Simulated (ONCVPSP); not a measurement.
**Which change was made? (Pt, ONCV)**

| Item | Value |
| --- | --- |
| Element | Pt (Z = 78) |
| Generator | ONCVPSP 4.0.1 |
| Type | optimised norm-conserving Vanderbilt (ONCV) |
| Functional | LDA (Perdew-Wang 92) |
| Relativity | scalar-relativistic |
| Frozen core | [Kr] 4d10 4f14 |
| Valence charge | 18 |
| Reference configuration | 5s2 5p6 5d8.5 (charge +1.5) |
| Partial waves | 5s: rc 1.55 bohr, ncon 4, nbas 9, qcut 7.8 1/bohr, 3 projectors, debl 2.7 Ha; 5p: rc 1.50 bohr, ncon 5, nbas 9, qcut 9.2 1/bohr, 2 projectors, debl 0.8 Ha; 5d: rc 1.80 bohr, ncon 4, nbas 8, qcut 8.9 1/bohr, 2 projectors, debl 3.3 Ha; f scattering state at 0.2 Ha: rc 1.40 bohr, ncon 4, nbas 9, qcut 6.9 1/bohr, 1 projector |
| Local potential | polynomial inside 1.40 bohr (lpopt 5, dvloc0 0 Ha) |
| Core correction | Teter function, fcfact 5.75, rcfact 1.3 |

In the s channel the program set the typed energies aside and used -4.286, 0.050, 2.750 Ha. In the p channel the program set the typed energies aside and used -2.598, 0.250 Ha.

Cutoffs, loose and tight: the cutoffs (Ha) at which the residual kinetic energy of the hardest occupied pseudo-wave falls to 1 and 0.1 mHa per electron. They do not see the model core or the augmentation charge, which bear on the density cutoff. Test errors are all-electron minus pseudo excitation energies from the reference, over the configurations 5s2 5p6 5d9 6s1; 5s2 5p6 5d9; 5s2 5p6 5d8; 5s2 5p6 5d8 6s1 6p1; variants that change the core or the reference have their own tests.

The base gives: outcome: generated, projector energies reset by the program; cutoff, loose: 33 Ha; cutoff, tight: 39 Ha; bound ghosts: none; GHOST(+) flags above zero: s; largest test error (meV): +3.2.

(1) After one change the result is: outcome: generated, projector energies reset by the program; cutoff, loose: 40 Ha; cutoff, tight: 137 Ha; bound ghosts: none; GHOST(+) flags above zero: s, f; largest test error (meV): +4.3. Which change was it?
A. all radii but the core radius scaled by about 1.21 (s 1.88, p 1.82, d 2.18, f 1.70 bohr); local potential polynomial inside 1.70 bohr (lpopt 5, dvloc0 0 Ha)
B. all radii but the core radius scaled by about 0.79 (s 1.22, p 1.18, d 1.42, f 1.10 bohr); local potential polynomial inside 1.10 bohr (lpopt 5, dvloc0 0 Ha)
C. all radii but the core radius scaled by about 1.32 (s 2.06, p 1.98, d 2.38, f 1.86 bohr); local potential polynomial inside 1.86 bohr (lpopt 5, dvloc0 0 Ha)

Results:

(1) B. The others give: all radii but the core radius scaled by about 1.21 (s 1.88, p 1.82, d 2.18, f 1.70 bohr); local potential polynomial inside 1.70 bohr (lpopt 5, dvloc0 0 Ha) → outcome: generated, projector energies reset by the program; cutoff, loose: 25 Ha; cutoff, tight: 32 Ha; bound ghosts: none; GHOST(+) flags above zero: f; largest test error (meV): +2.6 | all radii but the core radius scaled by about 1.32 (s 2.06, p 1.98, d 2.38, f 1.86 bohr); local potential polynomial inside 1.86 bohr (lpopt 5, dvloc0 0 Ha) → outcome: generated, projector energies reset by the program; cutoff, loose: 20 Ha; cutoff, tight: 28 Ha; bound ghosts: none; GHOST(+) flags above zero: none; largest test error (meV): +2.8.
